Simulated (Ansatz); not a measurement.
Input for Ansatz (a quantum-chemistry and plane-wave program): R-BLYP/def2-TZVPP on CH5ClGe (SMILES [CH3][GeH2][Cl]), a point of a torsion scan.

Ansatz 0.2 input:
```yaml
crystal:
  periodic: [false, false, false]
  atoms:
    - {symbol: C, position_ang: [-1.07068393, 0.15307585, 0.04303481]}
    - {symbol: Ge, position_ang: [0.85767248, -0.27611831, -0.05435881]}
    - {symbol: Cl, position_ang: [1.44713695, -1.14576317, 1.76724923]}
    - {symbol: H, position_ang: [-1.46904127, -0.13659343, 1.01167257]}
    - {symbol: H, position_ang: [-1.62565243, -0.37687024, -0.72622600]}
    - {symbol: H, position_ang: [-1.23849123, 1.21832330, -0.08995386]}
    - {symbol: H, position_ang: [1.19226493, -1.26758907, -1.14605719]}
    - {symbol: H, position_ang: [1.72856260, 0.94212007, -0.26464202]}
basis:
  gaussian:
    orbitals: def2-TZVPP
hamiltonian:
  xc: {name: BLYP}
scf: {lower_state_search: off}
```

The log:

```
WARN ansatz: RAYON_NUM_THREADS=1 ignored (pool sized by the plan → 1); use --threads N
Functional definition: BLYP
these checks for a lower state are left out or cut short: stability, starts, cluster_reference, orbital_swaps, neighbouring_geometries, increment
integrals: 0.11 GiB planned
1127 factors; their error is unknown
mean field: 0.74 GiB planned
mean field evaluation 1: about -70152.0757 eV, gradient 7.0e1 eV
mean field evaluation 2: about -70136.2059 eV, gradient 9.8e1 eV
mean field evaluation 4: about -70161.9662 eV, gradient 5.9e0 eV
mean field evaluation 8: about -70162.0406 eV, gradient 1.5e-1 eV
mean field evaluation 16: about -70162.0135 eV, gradient 2.5e-4 eV
mean field -70162.01354801 eV, -2578.4064403685 hartree, gradient 3.4e-6 eV, S^2 0.000000; 0 other end points of the search recorded, 0 dependent functions left out
reference -70162.01390412 eV, -2578.4064534554 hartree; 30, 30 occupied and 161, 161 virtual orbitals, 1127 factors
Total energy: -70162.01390412 eV, -2578.4064534554 hartree
Checks for a lower state left out: stability, starts, cluster_reference, orbital_swaps, neighbouring_geometries, increment
```

The calculation finished and met its thresholds.

Cost: very roughly 1.7 core-seconds.
